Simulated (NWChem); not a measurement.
MnH4O2F2, sextet; SMILES [OH2]->[Mn](<-[OH2])([F])[F]

Computed with NWChem. Pople sets run with spherical d functions. Spin-unrestricted. Geometry: optimised at PBE-D3(BJ)/def2-SVP, spin-unrestricted. No frequency run checked for a minimum. This spin state was assumed; another may lie lower. No stability test was run on the SCF state. Level r2SCAN/6-31G*: energy and gradient on several grids; changes count from the extra-fine grid, which is no exact limit either.

| grid | size of the energy change (μHa) | largest change of a gradient component (μHa/bohr) | time, medium = 1 (rough) |
|---|---|---|---|
| xcoarse | 20000 | 6000 | about 1 |
| coarse | 300 | 200 | about 1 |
| medium | 400 | 60 | about 1 |
| fine | < 10 | 80 | about 1 |
| xfine | < 10 | < 30 | 2 |
